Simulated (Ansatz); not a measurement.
Job for Ansatz (an electronic-structure program): U-CCSD(T)/def2-TZVPPD on MgO, a point of a bond scan (R = 1.565 Å). Files ending in .json are basis or fitting sets from the Basis Set Exchange.

Ansatz 0.2 input:
```yaml
crystal:
  periodic: [false, false, false]
  atoms:
    - {symbol: Mg, position_ang: [-0.00000000, -0.00000000, -0.69577288]}
    - {symbol: O, position_ang: [0.00000000, 0.00000000, 0.86971610]}
basis:
  gaussian:
    orbitals: def2-TZVPPD.json
correlation: {method: ccsd_t, electrons: outside_noble_gas}
scf: {omitted_lower_state_checks: [cluster_reference]}
magnetization: {spin_polarized: true, initial_magnetization: 0}
```

Output:

```
Functional definition: HF
[...]
these checks for a lower state are left out or cut short: cluster_reference
integrals: 0.07 GiB planned
553 factors; integrals over basis functions are off by at most 8.6e-4 eV
mean field: 0.13 GiB planned
mean field evaluation 1: about -7458.0892 eV, gradient 4.4e1 eV
mean field evaluation 2: about -7458.0903 eV, gradient 4.4e1 eV
mean field evaluation 4: about -7465.3467 eV, gradient 9.0e0 eV
mean field evaluation 8: about -7465.7536 eV, gradient 2.4e-1 eV
mean field evaluation 16: about -7465.7549 eV, gradient 2.9e-4 eV
mean field evaluation 32: about -7467.3829 eV, gradient 4.2e0 eV
mean field evaluation 64: about -7467.5159 eV, gradient 1.7e-3 eV
mean field evaluation 96: about -7467.5227 eV, gradient 1.0e0 eV
mean field evaluation 128: about -7467.5887 eV, gradient 1.6e-2 eV
mean field evaluation 160: about -7464.3544 eV, gradient 5.0e0 eV
mean field evaluation 192: about -7467.5754 eV, gradient 1.2e0 eV
mean field -7467.58904683 eV, -274.4288357575 hartree, gradient 5.5e-6 eV, S^2 0.953172; 12 other end points of the search recorded, 0 dependent functions left out
6 core orbitals not correlated
reference -7467.58904683 eV, -274.4288357575 hartree; 4, 4 occupied and 65, 65 virtual orbitals, 553 factors
second order -5.68354879 eV of doubles, -0.00000000 eV of singles
coupled cluster: 0.22 GiB planned
cycle   1  -5.84167492 eV  change   -1.6e-1 eV  update   7.8e-2
cycle   2  -6.01809551 eV  change   -1.8e-1 eV  update   3.8e-2
cycle   3  -6.11185418 eV  change   -9.4e-2 eV  update   4.1e-2
cycle   4  -6.19709017 eV  change   -8.5e-2 eV  update   3.3e-2
cycle   5  -6.29485158 eV  change   -9.8e-2 eV  update   2.3e-2
cycle   6  -6.34331465 eV  change   -4.8e-2 eV  update   1.3e-2
cycle   7  -6.35324211 eV  change   -9.9e-3 eV  update   8.1e-3
cycle   8  -6.38473415 eV  change   -3.1e-2 eV  update   6.4e-3
cycle   9  -6.38398704 eV  change    7.5e-4 eV  update   4.4e-3
cycle  10  -6.39207533 eV  change   -8.1e-3 eV  update   2.7e-3
cycle  11  -6.39822029 eV  change   -6.1e-3 eV  update   1.4e-3
cycle  12  -6.39940520 eV  change   -1.2e-3 eV  update   6.8e-4
cycle  13  -6.39847412 eV  change    9.3e-4 eV  update   3.4e-4
cycle  14  -6.39901840 eV  change   -5.4e-4 eV  update   1.7e-4
cycle  15  -6.39901167 eV  change    6.7e-6 eV  update   9.0e-5
cycle  16  -6.39895656 eV  change    5.5e-5 eV  update   4.7e-5
cycle  17  -6.39890669 eV  change    5.0e-5 eV  update   2.4e-5
cycle  18  -6.39891681 eV  change   -1.0e-5 eV  update   1.1e-5
cycle  19  -6.39891954 eV  change   -2.7e-6 eV  update   4.2e-6
coupled cluster: 0.22 GiB planned
perturbative correction -0.30680510 eV, -0.0112748796 hartree
Total energy: -7474.29477147 eV, -274.6752665927 hartree
Checks for a lower state left out: cluster_reference
```

The run converged. Its determinant has ⟨S²⟩ = 0.95, a mixture of spin states.

Cost: around 11 core-seconds (rough).
